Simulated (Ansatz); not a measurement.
Process, species as SMILES: N[Si](N)(N)Br + 4 [H][H] (H2) → Br (HBr) + 3 N (NH3) + [SiH4] (SiH4)
Structures are relaxed separately at B3LYP-D3(BJ)/def2-TZVP in Ansatz (an electronic-structure program), one conformer each, not searched for the lowest.
Geometry of the first species:
```xyz
11

Si    -0.1602    -0.0940    -0.8293
Br     0.2700     0.1611     1.3794
N      1.3848    -0.4288    -1.4740
N     -1.0554     1.3119    -1.1997
N     -1.1426    -1.3951    -1.3111
H      1.5044    -0.6190    -2.4565
H      2.2171    -0.0541    -1.0505
H     -1.4166     1.4646    -2.1281
H     -0.9032     2.1718    -0.6997
H     -0.7798    -2.3347    -1.2956
H     -2.1355    -1.3676    -1.1432
```
Charge 0, spin multiplicity 1.

Property: energy of full hydrogenation (electronic energy difference), in kcal/mol. Valence correlation only, unless marked. Spin-orbit coupling is left out. The frozen core is the preceding noble-gas configuration, with the filled d and f shells of earlier blocks. Non-relativistic. CBS marks a two-point X^-3 extrapolation of the correlation energy; Hartree-Fock from the larger set. [CCSD(T)-MP2]/basis is that difference in the basis named.

```csv
level,program,energy of full hydrogenation (kcal/mol)
wB97M-V/def2-TZVPD,Ansatz,50.3
PBE-QIDH/def2-TZVPD,Ansatz,50.6
```

### Question
What does RI-MP2/CBS(def2-TZVPPD,def2-QZVPPD)+[CCSD(T)-MP2]/def2-TZVPPD (Ansatz) give?

### Answer
49.6 kcal/mol
